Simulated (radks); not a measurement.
Question: The mean radii <r> (bohr) of the occupied orbitals of an atom or ion are listed with their occupations. All-electron calculation, non-relativistic Kohn-Sham, r2SCAN, spin-polarised, spherical densities, point nucleus; meta-GGA in the generalised Kohn-Sham scheme. Program: a radial shooting solver on a logarithmic mesh with Libxc functionals.

orbital  occ.      <r>
1s up       1  0.02488
1s down     1  0.02488
2s down     1   0.1062
2s up       1   0.1062
2p up       3  0.09019
2p down     3  0.09019
3s up       1   0.2756
3s down     1   0.2754
3p up       3   0.2656
3p down     3   0.2653
3d up       5   0.2372
3d down     5   0.2369
4s up       1   0.6258
4s down     1   0.6257
4p up       3   0.6433
4p down     3   0.6431
4d up       5   0.6885
4d down     5   0.6891
5s up       1    1.519
5s down     1    1.555
5p up       3    1.710
5p down     3    1.751
4f up       5   0.9618
6s up       1    4.220
7d up       1    21.77

Name the element and its charge. Open shells, if any, are filled with parallel spins first.

Answer: Z = 61, promethium, charge 0: Pm in [Xe] 4f5 6s1 7d1. The 1s radius gives Z: for a bare nucleus <r> = 1.5/Z, 0.02459 bohr for Z = 61, and screening makes it slightly larger (0.02488 here). The occupations add up to 61, and the charge is Z minus that.
